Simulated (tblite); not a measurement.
Isomers of C5H5OP. Method: GFN2-xTB as coded in tblite; computed harmonic values from a numerical Hessian at the method's own geometry, unscaled. Against measured fundamentals such values can be off by several per cent, at times by over 20. One conformer each.

Electronic energies: GFN2-xTB at the same geometries; isomer energies are rough at this level and their order can be wrong.

| SMILES | electronic energy, lowest = 0 (kcal/mol) |
| --- | --- |
| C=Pc1ccco1 | 6.0 |
| C=Cc1cpco1 | 1.3 |
| C=Pc1ccoc1 | 8.5 |
| C=Cc1occp1 | 0.0 |

Question: How do GFN2-xTB zero-point energies change the relative energies?

Answer: 
```json
{"SMILES": "C=Cc1occp1", "ZPE (kcal/mol)": "53.1", "of it from modes above 1550 cm⁻¹": "24.6", "electronic (kcal/mol)": "0.0", "with ZPE, lowest = 0 (kcal/mol)": "0.0", "lowest mode (cm⁻¹)": "102", "rings": "1"}
{"SMILES": "C=Cc1cpco1", "ZPE (kcal/mol)": "53.2", "of it from modes above 1550 cm⁻¹": "24.7", "electronic (kcal/mol)": "1.3", "with ZPE, lowest = 0 (kcal/mol)": "1.4", "lowest mode (cm⁻¹)": "91", "rings": "1"}
{"SMILES": "C=Pc1ccco1", "ZPE (kcal/mol)": "52.8", "of it from modes above 1550 cm⁻¹": "22.5", "electronic (kcal/mol)": "6.0", "with ZPE, lowest = 0 (kcal/mol)": "5.7", "lowest mode (cm⁻¹)": "51", "rings": "1"}
{"SMILES": "C=Pc1ccoc1", "ZPE (kcal/mol)": "52.9", "of it from modes above 1550 cm⁻¹": "22.5", "electronic (kcal/mol)": "8.5", "with ZPE, lowest = 0 (kcal/mol)": "8.2", "lowest mode (cm⁻¹)": "56", "rings": "1"}
```

The zero-point energies span 0.4 kcal/mol, from `C=Pc1ccco1` to `C=Cc1cpco1`. The order is unchanged.

Question: What do entropy and thermal enthalpy add at 298.15 K and 1 bar (rigid rotor, harmonic oscillator, one conformer each)?

Answer: 
```tsv
SMILES	point group	symmetry number	S (cal/(mol K))	H − H(0) (kcal/mol)	ZPE + H − H(0) − TS (kcal/mol)
C=Cc1occp1	Cs	1	80.4	4.65	33.8
C=Cc1cpco1	Cs	1	80.5	4.64	33.9
C=Pc1ccco1	Cs	1	82.4	4.78	33.0
C=Pc1ccoc1	C1	1	82.2	4.77	33.1
```
